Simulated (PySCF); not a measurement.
# Energy profile

The step: GeH₂S ([SH][GeH]) + H₂ → GeH₄S ([SH2][GeH2]); bonds formed: Ge1–H4, S2–H3; bonds broken: H3–H4 (atoms numbered as in the saddle structure below).

```xyz
6
angstrom
Ge -1.1534 0.6179 -0.4082
S 1.2485 0.8047 0.2214
H 0.4598 -0.3374 -0.7034
H -0.3960 -0.7094 -1.2149
H -1.3892 -0.3621 0.8206
H 1.2302 -0.0136 1.2844
```

Electronic energies by CCSD(T) at an estimated basis limit (MP2 extrapolated from triple and quadruple zeta, plus CCSD(T) − MP2 in triple zeta), on PBE0-D4/def2-TZVP structures; GeH4S, singlet; no counterpoise correction. Computed with PySCF 2.14 with density fitting (its default auxiliary sets; JK sets also for MP2 and CCSD(T)) (basis: def2-TZVPP and def2-QZVPP); correlated methods freeze the cores. Filled d shells of the heavier atoms are correlated. The def2 sets are not built for correlating such inner shells, so the correlated values are less sure here. Extrapolation: Hartree–Fock as exp(−7.88 √X), correlation as X^−2.97.

**Question.** Give the profile in kJ/mol, counted from the separated reactants. (Judge from chemistry; the value comes from the calculation.)

**Answer.** The calculation gives:
| point | kJ/mol |
| --- | --- |
| separated: GeH2S (linked as [SH][GeH]; Ge1, S2, H5, H6; singlet) + H2 (H3, H4; singlet) | 0.0 |
| start structure | -3.5 |
| saddle | 93.2 |
| end structure | 33.1 |

T1 diagnostic: at most 0.015. The start structure is not quite a true minimum (one mode of 88i cm⁻¹).

For scale, one of the runs: CCSD(T)/def2-TZVPP, 146 basis functions, launched by `OMP_NUM_THREADS=4 python run.py`. Time: 89 s of wall clock on 4 CPU threads of an Intel Xeon Platinum 8488C; the host was shared. Peak host memory: 1 GiB.
